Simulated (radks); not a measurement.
Species: the germanium ion Ge13+. Configuration: [Ar] 3d1.

Method: Dirac Kohn-Sham, PBE, spin-unpolarised, spherical densities, finite nucleus; open shells are shared between the two j in proportion to 2j + 1; Fermi nuclear charge, rms radius 4.0742 fm; computed with a radial shooting solver on a logarithmic mesh with Libxc functionals.

Energy parts (eV):
total: -55037.365
kinetic: 56274.545
electron-nucleus: -124820.197
Hartree: 15312.759
exchange-correlation: -1804.472

Orbitals (lengths in bohr, moments of r in powers of bohr; r(max) is where P^2 peaks; r(90%) holds 90 % of the orbital's charge):
[
 {"orbital": "1s1/2", "occ.": "2", "eigenvalue (eV)": "-11368.67", "r(max)": "0.03073", "r(90%)": "0.0840", "<1/r>": "32.38", "<r^2>": "0.002975", "small-component weight": "1.34e-02"},
 {"orbital": "2s1/2", "occ.": "2", "eigenvalue (eV)": "-1788.249", "r(max)": "0.1760", "r(90%)": "0.323", "<1/r>": "7.174", "<r^2>": "0.05149", "small-component weight": "2.61e-03"},
 {"orbital": "2p1/2", "occ.": "2", "eigenvalue (eV)": "-1637.340", "r(max)": "0.1392", "r(90%)": "0.295", "<1/r>": "7.125", "<r^2>": "0.03996", "small-component weight": "2.59e-03"},
 {"orbital": "2p3/2", "occ.": "4", "eigenvalue (eV)": "-1605.381", "r(max)": "0.1421", "r(90%)": "0.300", "<1/r>": "6.933", "<r^2>": "0.04141", "small-component weight": "2.54e-03"},
 {"orbital": "3s1/2", "occ.": "2", "eigenvalue (eV)": "-523.9479", "r(max)": "0.5136", "r(90%)": "0.822", "<1/r>": "2.577", "<r^2>": "0.3592", "small-component weight": "7.60e-04"},
 {"orbital": "3p1/2", "occ.": "2", "eigenvalue (eV)": "-473.4203", "r(max)": "0.5002", "r(90%)": "0.828", "<1/r>": "2.498", "<r^2>": "0.3554", "small-component weight": "7.26e-04"},
 {"orbital": "3p3/2", "occ.": "4", "eigenvalue (eV)": "-467.5682", "r(max)": "0.5066", "r(90%)": "0.837", "<1/r>": "2.454", "<r^2>": "0.3636", "small-component weight": "7.15e-04"},
 {"orbital": "3d3/2", "occ.": "0.4", "eigenvalue (eV)": "-386.1553", "r(max)": "0.4287", "r(90%)": "0.815", "<1/r>": "2.303", "<r^2>": "0.3216", "small-component weight": "6.35e-04"},
 {"orbital": "3d5/2", "occ.": "0.6", "eigenvalue (eV)": "-385.0771", "r(max)": "0.4303", "r(90%)": "0.818", "<1/r>": "2.293", "<r^2>": "0.3238", "small-component weight": "6.32e-04"},
 {"orbital": "4s1/2", "occ.": "0", "eigenvalue (eV)": "-235.3437", "r(max)": "1.140", "r(90%)": "1.65", "<1/r>": "1.215", "<r^2>": "1.528", "small-component weight": "3.00e-04"},
 {"orbital": "4p1/2", "occ.": "0", "eigenvalue (eV)": "-216.8157", "r(max)": "1.166", "r(90%)": "1.70", "<1/r>": "1.172", "<r^2>": "1.611", "small-component weight": "2.85e-04"},
 {"orbital": "4p3/2", "occ.": "0", "eigenvalue (eV)": "-215.0875", "r(max)": "1.176", "r(90%)": "1.71", "<1/r>": "1.159", "<r^2>": "1.636", "small-component weight": "2.82e-04"},
 {"orbital": "4d3/2", "occ.": "0", "eigenvalue (eV)": "-186.4862", "r(max)": "1.198", "r(90%)": "1.79", "<1/r>": "1.082", "<r^2>": "1.737", "small-component weight": "2.51e-04"},
 {"orbital": "4d5/2", "occ.": "0", "eigenvalue (eV)": "-186.1601", "r(max)": "1.200", "r(90%)": "1.79", "<1/r>": "1.079", "<r^2>": "1.744", "small-component weight": "2.50e-04"},
 {"orbital": "4f5/2", "occ.": "0", "eigenvalue (eV)": "-161.2698", "r(max)": "1.047", "r(90%)": "1.75", "<1/r>": "0.9641", "<r^2>": "1.585", "small-component weight": "1.98e-04"},
 {"orbital": "4f7/2", "occ.": "0", "eigenvalue (eV)": "-161.2048", "r(max)": "1.048", "r(90%)": "1.75", "<1/r>": "0.9633", "<r^2>": "1.587", "small-component weight": "1.98e-04"}
]

The highest occupied level is 3d5/2 at -385.08 eV. Summed over all electrons, <r^2> = 3.561 bohr^2, which gives a Langevin (diamagnetic) susceptibility term of -2.82 x 10^-6 cm^3/mol. The electron density at the nucleus is 3.182e+04 e/bohr^3. The density falls to 0.001 e/bohr^3 at r = 1.53 bohr.
